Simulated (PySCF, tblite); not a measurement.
C₂H₈N₂O₃Si.
Geometry (GFN2-xTB, Å), atoms numbered from 1 in this order:
```
atom  x, y, z in Å
C1     2.0166    0.5108    0.7137
O2     1.4062    0.0387   -0.4627
Si3   -0.0822   -0.5451   -0.6760
N4    -0.4315   -1.8128    0.4372
O5    -0.2065   -1.0385   -2.2130
N6    -1.2943    0.7469   -0.6900
C7    -1.5949    1.4137    0.4288
O8    -1.0718    1.1973    1.4987
H9     1.2850    0.9644    1.3814
H10    2.7628    1.2520    0.4255
H11    2.5076   -0.3184    1.2266
H12   -0.3618   -1.5838    1.4168
H13   -1.2572   -2.3699    0.2839
H14    0.4626   -1.6267   -2.5494
H15   -1.7754    0.9896   -1.5398
H16   -2.3729    2.1907    0.3068
```

Computed, not measured: PBE0/def2-SVPD in PySCF (dipole) on a GFN2-xTB geometry, gas phase.

Masses are those of the commonest isotopes; rigid-rotor values at the optimised geometry. The values belong to one conformer with, in the numbering `[CH3:1][O:2][Si@:3]([NH2:4])([OH:5])[NH:6][CH:7]=[O:8]`, C1–O2–Si3–N4 -53°, O2–Si3–N4–H 58° and -168°, O2–Si3–O5–H 52°, O2–Si3–N6–C7 -70°, Si3–N6–C7–O8 0°.

(1) Give the principal moments of inertia and the rotational constants in MHz.

(2) Classify the top.

(3) What does the inertial defect say?

(4) Give the other two planar moments, Paa and Pbb, and the rms extents of the mass along the axes.

(5) Which types of transition are allowed, and where do some lines up to J = 5 fall?

(6) Estimate the classical rotational partition function at 50 K, 298.15 K and 500 K.

Results:

(1) Ia = 250.05, Ib = 315.55, Ic = 407.68 u·Å²; 505379 MHz·u·Å²/I gives A = 2021, B = 1602, C = 1240 MHz.

(2) An asymmetric top: κ = (2 × 1602 − 2021 − 1240)/(2021 − 1240) = -0.07.

(3) Not planar: Δ = Ic − Ia − Ib = -157.92 u·Å². For a rigid frame Δ = −2 Σ m c², so Σ m c² = 78.96 u·Å² lies off the ab plane: 14.46 from hydrogen and 64.51 from heavier atoms. The atom farthest from that plane is 2.27 Å away.

(4) Paa = Σ m a² = (Ib + Ic − Ia)/2 = 236.59 and Pbb = Σ m b² = (Ia + Ic − Ib)/2 = 171.08 u·Å². With the mass M = 136.03 u, the rms extents √(P/M) along a, b and c are 1.32, 1.12, 0.76 Å.

(5) The dipole components are |μa| = 0.91 D, |μb| = 1.41 D, |μc| = 0.30 D. The squared components, which scale the intensities, stand as 0.42 : 1.00 : 0.05 (a : b : c). Some lines, for components of 0.1 D or more:

| type | branch | J(Ka,Kc) | MHz | lower level (cm⁻¹) |
| --- | --- | --- | --- | --- |
| c | Q | 4(2,3) ← 4(1,3) | 444 | 1.009 |
| b | Q | 1(1,0) ← 1(0,1) | 781 | 0.095 |
| c | Q | 4(3,2) ← 4(2,2) | 1906 | 1.074 |
| b | Q | 4(2,2) ← 4(1,3) | 1964 | 1.009 |
| b | Q | 4(3,1) ← 4(2,2) | 2186 | 1.074 |
| b | Q | 3(1,2) ← 3(0,3) | 2203 | 0.547 |
| b | Q | 3(3,1) ← 3(2,2) | 3085 | 0.649 |
| b | Q | 4(3,2) ← 4(2,3) | 3426 | 1.024 |
| c | Q | 4(4,1) ← 4(3,1) | 3751 | 1.147 |
| b | Q | 4(4,1) ← 4(3,2) | 4030 | 1.138 |
| b | Q | 5(4,2) ← 5(3,3) | 4143 | 1.619 |
| c | R | 2(1,1) ← 1(0,1) | 6826 | 0.095 |
| b | R | 2(2,1) ← 1(1,0) | 7303 | 0.121 |
| c | R | 2(2,1) ← 1(1,1) | 7665 | 0.109 |
| b | R | 3(0,3) ← 2(1,2) | 7821 | 0.286 |
| c | R | 3(2,1) ← 2(1,1) | 10427 | 0.322 |
| a | R | 4(0,4) ← 3(0,3) | 10479 | 0.547 |
| b | R | 4(1,3) ← 3(2,2) | 10795 | 0.649 |
| a | R | 4(3,1) ← 3(3,0) | 11815 | 0.753 |
| a | R | 4(2,2) ← 3(2,1) | 12115 | 0.670 |
| a | R | 5(1,5) ← 4(1,4) | 12922 | 0.897 |
| b | R | 5(1,5) ← 4(0,4) | 12945 | 0.897 |
| b | R | 4(3,2) ← 3(2,1) | 14021 | 0.670 |
| b | R | 5(2,4) ← 4(1,3) | 14314 | 1.009 |
| c | R | 4(4,1) ← 3(3,1) | 15611 | 0.752 |
| b | R | 4(4,0) ← 3(3,1) | 15622 | 0.752 |
| c | R | 5(2,4) ← 4(1,4) | 17654 | 0.897 |

(6) Point group C1, symmetry number σ = 1; q = (√π/σ)·√((kT/h)³/(ABC)), k/h = 20836.6 MHz/K: 29800 at 50 K, 433000 at 298.15 K, 941000 at 500 K.

Its GFN2-xTB frequencies are all real (lowest 64 cm⁻¹). Zero-point vibration and centrifugal distortion are left out. A rigid rotor knows nothing of inversion at nitrogen or internal rotation, which can split or shift real lines. Quadrupole hyperfine structure (14N) is left out.
